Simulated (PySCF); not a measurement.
## ReO2F2 at several levels of theory

Computed with PySCF 2.14.0 (density fitting, no spin-orbit coupling) at the geometry relaxed with r2SCAN:

```xyz
5
ReO2F2 (doublet)
Re    0.0000    0.0000    0.1700
O     1.0009    1.0009    1.1020
O    -1.0009   -1.0009    1.1020
F     0.8896   -0.8896   -1.2181
F    -0.8896    0.8896   -1.2181
```

```csv
level,basis,state,HOMO (eV),gap (eV),charge on Re1 (e),dipole about the centre of mass (D),largest force component (eV/Å)
r2SCAN,"Re def2-SVP with ECP60, O def2-SVP, F def2-SVP",doublet,-6.68,1.85,1.26,0.33,0.07
BLYP,the same,doublet,-5.94,1.06,1.07,0.20,0.75
r2SCAN,"Re def2-TZVP with ECP60, O def2-TZVP, F def2-TZVP",doublet,-6.72,1.91,1.55,0.37,0.14
r2SCAN,"Re x2c-SVPall, O x2c-SVPall, F x2c-SVPall",doublet,-7.02,1.71,1.18,0.38,0.58
```

HOMO and gap are taken over both spins. Charges are Mulliken's, which hang on the basis. The relaxation used the grid (50, 194), these runs (75, 302) or, all-electron (x2c bases, spin-free X2C Hamiltonian), (99, 590).

Q: A further run in the first row's basis gives HOMO (eV) -7.65, gap (eV) 3.14, charge on Re1 (e) 1.25, dipole about the centre of mass (D) 0.39, largest force component (eV/Å) 0.11. Which level was it?
A. B3LYP
B. PBE0
C. TPSS

A: A. The others give HOMO -6.26 eV (TPSS); -8.02 eV (PBE0).

No frequency check is given that shows the relaxed geometry to be a minimum. Open shells may have lower solutions than the one found.
